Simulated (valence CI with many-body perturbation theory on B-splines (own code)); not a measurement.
The numbers below are computed, except where a source is named.
Ni15+: magnetic and hyperfine properties of the levels

Method: valence CI with perturbative core correlation (CI+MBPT): three valence electrons over a frozen Dirac-Fock core [Ne], a basis of 11 s, 11 p, 9 d, 7 f, 5 g, 2 h, 1 i functions for each j, with the one-electron correlation potential Σ1, the two-electron term Σ2, the three-electron term Σ3, Breit, model QED; selected CI, second order for the rest (own B-spline code, finite nucleus).

No measured spectrum was set against this ion. As an estimate, levels of excited configurations hold to 0.05 to 0.15 % of their energy, terms of the ground configuration to about 0.5 %.

A/g_I is the dipole constant over the nuclear g factor μ/I (μ in nuclear magnetons, uniformly magnetised nucleus), B/Q the quadrupole constant per barn. Both hold the static response of the core; the bare values leave it out. Large factors of s and p1/2 electrons are usually good to 5 to 10 %; those of open d and f shells near neutrality can be off by tens of per cent, and small factors of p3/2, d and f electrons come from cancelling terms and can be off by a factor of two or in sign, in half-filled shells by more. B is blank for J = 1/2, where it vanishes, and for nearly pure S terms. Energies count from the lowest level.

Names give the largest LS component (configuration and term), which can be under half, so a name can repeat, a term be missing and a line seem to break the LS rules; names also repeat where a configuration has a term twice. Letters in brackets count levels of one name in rising energy.

| Level | E (cm⁻¹) | g | A/g_I (MHz) | A/g_I bare | B/Q (MHz/b) | B/Q bare |
| --- | --- | --- | --- | --- | --- | --- |
| 3s2 3p 2P°_1/2 | 0 | 0.664 | 33100 | 31500 |  |  |
| 3s2 3p 2P°_3/2 | 27775 | 1.333 | 6580 | 6480 | 11600 | 11100 |
| 3s 3p2 4P_1/2 | 259390 | 2.654 | 64700 | 62200 |  |  |
| 3s 3p2 4P_3/2 | 271300 | 1.730 | 28400 | 27300 | 9450 | 9050 |
| 3s 3p2 4P_5/2 | 284890 | 1.585 | 29700 | 28500 | -10900 | -10400 |
| 3s 3p2 2D_3/2 | 347070 | 0.808 | -5890 | -5400 | 14600 | 14000 |
| 3s 3p2 2D_5/2 | 351230 | 1.214 | 28300 | 26900 | 20200 | 19300 |
| 3s 3p2 2S_1/2 | 417790 | 1.577 | 72200 | 68400 |  |  |
| 3s 3p2 2P_1/2 | 448470 | 1.104 | 55400 | 52300 |  |  |
| 3s 3p2 2P_3/2 | 458230 | 1.326 | -6140 | -5310 | -11600 | -11100 |
| 3s2 3d 2D_3/2 | 539840 | 0.800 | 879 | 1120 | 3230 | 3260 |
| 3s2 3d 2D_5/2 | 543100 | 1.199 | 4570 | 4610 | 4510 | 4550 |
| 3p3 2D°_3/2 | 662750 | 0.925 | 2900 | 2850 | 4990 | 4820 |
| 3p3 2D°_5/2 | 669960 | 1.199 | 12600 | 12300 | -3480 | -3290 |
| 3p3 4S°_3/2 | 678600 | 1.861 | -2200 | -936 | -1670 | -1600 |
| 3s 3p 3d 4F°_3/2 | 733850 | 0.415 | -11200 | -10600 | 5730 | 5610 |
| 3p3 2P°_1/2 | 739650 | 0.664 | 28500 | 26800 |  |  |
| 3s 3p 3d 4F°_5/2 | 739830 | 1.032 | 9220 | 9000 | 4550 | 4490 |
| 3p3 2P°_3/2 | 746430 | 1.335 | 4070 | 4370 | -4360 | -4170 |
| 3s 3p 3d 4F°_7/2 | 748680 | 1.240 | 14700 | 14200 | 6760 | 6660 |
| 3s 3p 3d 4F°_9/2 | 761460 | 1.333 | 15400 | 14900 | 14000 | 13600 |
| 3s 3p 3d 4P°_5/2 | 788250 | 1.501 | 17600 | 17100 | 5030 | 4990 |
| 3s 3p 3d 4D°_3/2 | 791200 | 1.377 | 11400 | 11300 | 3090 | 3000 |
| 3s 3p 3d 4D°_1/2 | 792890 | 0.277 | -33200 | -31200 |  |  |
| 3s 3p 3d 4D°_7/2 | 807060 | 1.424 | 18600 | 18000 | -8040 | -7590 |
| 3s 3p 3d 4D°_5/2 | 808160 | 1.419 | 18800 | 18200 | -5630 | -5460 |
| 3s 3p 3d 4P°_1/2 | 808340 | 2.392 | 59400 | 56800 |  |  |
| 3s 3p 3d 4P°_3/2 | 808620 | 1.523 | 22500 | 21800 | -3820 | -3780 |
| 3s 3p 3d 2D°_3/2 [a] | 822400 | 0.828 | -12400 | -11500 | -5950 | -5630 |
| 3s 3p 3d 2D°_5/2 [a] | 823550 | 1.231 | 21800 | 20800 | -7740 | -7310 |
| 3s 3p 3d 2F°_5/2 [a] | 849990 | 0.871 | 9250 | 8860 | 11300 | 11100 |
| 3s 3p 3d 2F°_7/2 [a] | 871680 | 1.142 | 1410 | 1650 | 13900 | 13500 |
| 3s 3p 3d 2P°_3/2 [a] | 919850 | 1.277 | 12900 | 12500 | 2660 | 2650 |
| 3s 3p 3d 2P°_1/2 [a] | 932460 | 0.664 | -27600 | -25900 |  |  |
| 3s 3p 3d 2F°_7/2 [b] | 934300 | 1.144 | 16100 | 15400 | 13700 | 13400 |
| 3s 3p 3d 2F°_5/2 [b] | 938270 | 0.862 | -7360 | -6720 | 11800 | 11600 |
| 3s 3p 3d 2P°_1/2 [b] | 958360 | 0.663 | 2990 | 3070 |  |  |
| 3s 3p 3d 2D°_3/2 [b] | 960190 | 1.006 | 15600 | 14900 | -1180 | -1000 |
| 3s 3p 3d 2P°_3/2 [b] | 964190 | 1.179 | 2170 | 2490 | -4840 | -4620 |
| 3s 3p 3d 2D°_5/2 [b] | 964470 | 1.192 | -3550 | -2950 | -8580 | -8110 |

Task: Take the isotope of mass number 61, with I = 3/2, μ = -0.74965 μN and Q = 0.162 b. What is the hyperfine structure of 3s 3p2 4P_5/2?

Result: From the table A = -14900 MHz, B = -1770 MHz. Shifts from the centre of gravity in MHz: F = 1: 77000, F = 2: 48600, F = 3: 4700, F = 4: -56300.
